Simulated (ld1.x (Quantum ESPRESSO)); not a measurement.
Si (Z = 14): one change to a TM potential, before and after

| Quantity | Value |
| --- | --- |
| Element | silicon (Si) |
| Generator | ld1.x (Quantum ESPRESSO) 7.5 |
| Type | norm-conserving Troullier–Martins (Kleinman–Bylander form) |
| Functional | LDA (PZ) |
| Relativity | scalar-relativistic |
| Frozen core | [Ne] |
| Valence charge | 4 |
| Reference configuration | 3s2 3p2 |
| Partial waves | 3s (bound): rc 1.85 bohr; 3p (bound): rc 2.40 bohr; 3d channel at 0.25 Ry: rc 2.60 bohr |
| Local potential | all-electron potential smoothed inside 1.75 bohr (lloc = -2) |
| Core correction | Bessel-smoothed model core inside 1.15 bohr |

Change: wave 3s (bound): rc 1.85 bohr becomes 3s (bound): rc 1.14 bohr.

Cutoffs: the cutoffs (Ry, on a coarse ladder) from which the occupation-weighted sum of valence levels, in a spherical-Bessel basis at the reference potential, stays within 10 and 1 mRy of its value at 400 Ry; they do not see the model core or the augmentation charge, which bear on the density cutoff. Errors are all-electron minus pseudo energies relative to the spin-unpolarised reference configuration.

Task: How do hardness, ghosts and transferability respond?

Result: The potential gets harder (15 Ry and 35 Ry → 60 Ry and 180 Ry); of the 9 tests that both files solve, the error grows in 4 and shrinks in 0 by more than 15 % and 0.3 meV (median size 3.6 → 4.8 meV); neither file shows a bound ghost. A smaller radius makes the pseudo-wave follow the all-electron one further in, where it bends more sharply, so more plane waves are needed. That the errors move this way runs against the usual rule that smaller radii transfer better.

| quantity | base | changed |
| --- | --- | --- |
| cutoff, loose | 15 Ry | 60 Ry |
| cutoff, tight | 35 Ry | 180 Ry |
| loose cutoff by channel (10 mRy a level) | s 12 Ry, p 6 Ry | s 55 Ry, p 6 Ry |
| bound ghosts | none | none |
| error for 3s2 3p1, meV [ΔE 7.83 eV] | +2.7 | +3.0 |
| error for 3s2 3p0, meV [ΔE 23.94 eV] | +19 | +23 |
| error for 3s1 3p0, meV [ΔE 58.09 eV] | +58 | +70 |
| error for 3s0 3p4, meV [ΔE 13.78 eV] | -3.6 | -33 |
| error for 3s2 3p1.5, meV [ΔE 2.96 eV] | +0.4 | +0.4 |
| error for 3s1 3p3, meV [ΔE 6.81 eV] | -0.8 | -7.1 |
| error for 3s2 3p2.3, meV [ΔE -0.96 eV] | +0.1 | +0.1 |
| error for 3s2 3p2 (spin-polarised), meV [ΔE -0.61 eV] | +4.5 | +4.8 |
| error for 3s2 3p1 (spin-polarised), meV [ΔE 7.62 eV] | +4.3 | +4.7 |
| s: phases at 2.83 bohr within 0.05 rad from the reference energy up to (Ry; the scan ends near 5) | 1.4 | 1.2 |
| p: phases at 2.83 bohr within 0.05 rad from the reference energy up to (Ry; the scan ends near 5) | 2.1 | 2.1 |
| d: phases at 2.83 bohr within 0.05 rad from the reference energy up to (Ry; the scan ends near 5) | 2.8 | 2.8 |
